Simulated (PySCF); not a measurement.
Structure problem from calculated spectra and properties.

Formula: C7H7NO.

| Property | Result |
| --- | --- |
| 13C NMR | chemical shifts (computed TMS as zero) by class: 197.7 (1 C), 155.1 (2 C), 140.3 (1 C), 122.8 (2 C), 27.6 (1 C) ppm [GIAO PBE/pcSseg-1] |
| Triplet | lowest triplet excitation (Tamm–Dancoff): 3.16 eV [TDA PBE0/def2-SVPD] |
| Dipole | 2.53 D [PBE0/def2-SVPD] |
| NMR, other nuclei | isotropic shieldings of nuclei other than C and H, by class: -115 (1 N), -334 (1 O) ppm [GIAO PBE/pcSseg-1] |
| Couplings | largest of the computed one-bond spin–spin couplings (means over like bonds): 13C–1H +188.7 (×2), 13C–1H +172.5 (×2), 13C–1H +134.9 (×3) Hz [B3LYP/pcJ-1, spin–dipole term left out] |
| Polarisability | 89.4 au [PBE0/def2-SVPD] |
| 1H NMR | chemical shifts (computed TMS as zero) by class: 8.99 (2 H), 7.51 (2 H), 2.58 (3 H) ppm [GIAO PBE/pcSseg-1] |
| UV, first state | lowest singlet excitation: 3.67 eV (338 nm, f = 0.000) [TDDFT PBE0/def2-SVPD] |
| UV, strongest line | among the 10 lowest singlet transitions: S9 at 6.78 eV (183 nm, f = 0.420) [TDDFT PBE0/def2-SVPD] |
| Rotational structure | rotational constants A, B, C: 3.839, 1.214, 0.928 GHz [PBE0-D3(BJ)/def2-SVP] |

Gas-phase values; electronic properties from PySCF, density fitting. Levels stand in brackets. Geometry: PBE0-D3(BJ)/def2-SVP, one conformer, isolated molecule. Each NMR value is the plain mean over a class of atoms that symmetry, rotation or inversion makes alike.

Question: Give a SMILES that accounts for the data.

Answer: Numbering: `[CH3:1][C:2](=[O:3])[c:4]1[cH:5][cH:6][n:7][cH:8][cH:9]1`. Its formula, C7H7NO, gives 5 degrees of unsaturation: 1 ring and 4 π bonds in the structure found (Kekulé form). 7 carbons fall into 5 classes; from least to most shielded: ketone carbonyl carbon [C2] (197.7 ppm), aromatic CH next to a ring nitrogen [C6/C8] (155.1 ppm, 2 C), substituted aromatic carbon [C4] (140.3 ppm), aromatic CH carbon [C5/C9] (122.8 ppm, 2 C), methyl carbon next to a carbonyl [C1] (27.6 ppm). Hydrogen classes from least to most shielded: 2 H on 2 like atoms (aromatic CH next to a ring nitrogen), C6/C8 (8.99 ppm), 2 H on 2 aromatic CH carbons, C5/C9 (7.51 ppm, a mean of values up to 0.6 ppm apart in this geometry), 3 H on a methyl carbon next to a carbonyl, C1 (2.58 ppm, a mean of values up to 0.6 ppm apart in this geometry). The other shieldings belong to: -115 ppm, pyridine-type nitrogen [N7]; -334 ppm, ketone oxygen [O3]. The couplings run between: +188.7 Hz, aromatic CH next to a ring nitrogen [C6] and its hydrogen (with 1 like pair); +172.5 Hz, aromatic CH carbon [C5] and its hydrogen (with 1 like pair); +134.9 Hz, methyl carbon next to a carbonyl [C1] and its hydrogen (with 2 like pairs). The optimised geometry has point group Cs and is an asymmetric top. Structure: `CC(=O)c1ccncc1`. Computed isomers that give other values at the same levels: `Cc1ccncc1C=O` (rotational constant A: 2.497 GHz; this holds for the one conformer computed); `C=Nc1ccc(O)cc1` (rotational constant A: 5.070 GHz; this holds for the one conformer computed); `Nc1ccc(C=O)cc1` (rotational constant A: 5.060 GHz; this holds for the one conformer computed). The assignments are read from this structure; whether some other isomer fits the data as well wasn't checked.

Conformer computed: `[CH3:1][C:2](=[O:3])[c:4]1[cH:5][cH:6][n:7][cH:8][cH:9]1`: C1–C2–C4–C5 -179°.
